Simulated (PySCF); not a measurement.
A structure optimised at B3LYP-D3(BJ)/def2-TZVP, used in a PySCF frequency run:

```
N
C 1 1.3156
C 1 1.3156 2 119.74
H 3 1.0827 1 118.96 2 180.00
H 2 1.0827 1 118.96 3 180.00
H 2 1.0937 5 118.71 1 180.00
H 3 1.0937 4 118.71 1 180.00
```
Charge 0, spin multiplicity 2.

Problem. Write its SMILES, formula and point group.

Solution. [CH2]N=C, C₂H₄N, C2v

Problem. What are its rotational constants (standard atomic weights)?

Solution. 66.909, 11.886, 10.093 GHz
